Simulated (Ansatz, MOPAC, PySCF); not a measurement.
Series SiXY, Y = fluoro, computed as singlets and as triplets. All species are isolated molecules in the gas phase. One relaxed conformer stands for each flexible species; it need not be the lowest. Strings in code marks are SMILES.

Quantity: adiabatic spin-state energy, in kJ/mol. HF references are unrestricted for open shells and restricted for singlets. The restricted reference of `F[Si]Cl` and `[C-]#[N+][Si]F` is unstable towards unrestricted orbitals. Semi-empirical values (MOPAC) are differences of heats of formation.

Level 1: frozen-core CCSD(T)/cc-pVTZ // PBE0-D3(BJ)/def2-TZVP (Ansatz, a first-principles code)
Level 2: frozen-core CCSD(T)/6-31g // PBE0-D3(BJ)/def2-TZVP (Ansatz)
Level 3: PBE-D3(BJ)/def2-TZVP // PBE0-D3(BJ)/def2-TZVP (PySCF)
Level 4: AM1 // PBE0-D3(BJ)/def2-TZVP (MOPAC)

| species | level 2 | level 3 | level 4 |
|---|---|---|---|
| `F[Si]S`: multiplicity 3 minus multiplicity 1 | 215.4 | 201.7 | -35.92 |
| `[C-]#[N+][Si]F`: multiplicity 3 minus multiplicity 1 | 242.5 | 220.2 | -40.20 |
| `F[Si]Cl`: multiplicity 3 minus multiplicity 1 | 253.0 | 246.4 | -29.58 |

What does level 1 give for each?


- `F[Si]S`: multiplicity 3 minus multiplicity 1: 220.1
- `[C-]#[N+][Si]F`: multiplicity 3 minus multiplicity 1: 248.4
- `F[Si]Cl`: multiplicity 3 minus multiplicity 1: 261.8
